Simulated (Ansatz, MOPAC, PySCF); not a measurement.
Positional isomers: butadiene boryl. Gas-phase values, no solvent. One relaxed conformer stands for each flexible species; it need not be the lowest. Strings in code marks are SMILES.

Quantity: electronic energy of isomers of C4H7B relative to `B/C=C/C=C`, in eV. The restricted reference of `BC(=C)C=C`, `B/C=C/C=C` and `B/C=C\C=C` is unstable towards unrestricted orbitals. Semi-empirical values (MOPAC) are differences of heats of formation.

Level 1: frozen-core MP2/cc-pVTZ // B3LYP-D3(BJ)/def2-TZVP (Ansatz, a first-principles code)
Level 2: B3LYP/3-21G // B3LYP-D3(BJ)/def2-TZVP (PySCF)
Level 3: HF/STO-3G // B3LYP-D3(BJ)/def2-TZVP (PySCF)
Level 4: PM7 // B3LYP-D3(BJ)/def2-TZVP (MOPAC)

| species | level 2 | level 3 | level 4 |
|---|---|---|---|
| `B/C=C\C=C` | 0.090 | 0.093 | 0.034 |
| `BC(=C)C=C` | 0.255 | 0.175 | -0.022 |

**Question.** What does level 1 give for each?

**Answer.** 
- `B/C=C\C=C`: 0.090
- `BC(=C)C=C`: 0.171
